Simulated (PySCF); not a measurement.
bromine (Br2), SMILES BrBr.

The structure is a stationary point at PBE-D3(BJ)/def2-TZVP.

Two levels are set side by side: TDA-PBE/def2-TZVPD (PySCF) and EOM-CCSD/aug-cc-pVDZ (PySCF). Vertical, same geometry; the bases differ. Differences are taken from unrounded values.

```tsv
quantity	EOM-CCSD
lowest singlet excitation (eV)	2.99
lowest triplet excitation (TDA for PBE) (eV)	2.30
```

Question: What does TDA-PBE give, and how far is it from EOM-CCSD? (An estimate is asked for; the answer gives what the named calculation found.)

Answer: 
```
quantity                                      TDA-PBE  TDA-PBE minus EOM-CCSD
--------------------------------------------  -------  ----------------------
lowest singlet excitation (eV)                   2.65                   -0.34
lowest triplet excitation (TDA for PBE) (eV)     1.90                   -0.40
```

Functionals without exact exchange tend to place singlet excitations lower, as here. Differences between two approximate levels are no errors against the true value.

Rough cost on one machine, each run with all the roots and properties that it gave: EOM-CCSD against TDA-PBE within a factor of 2.
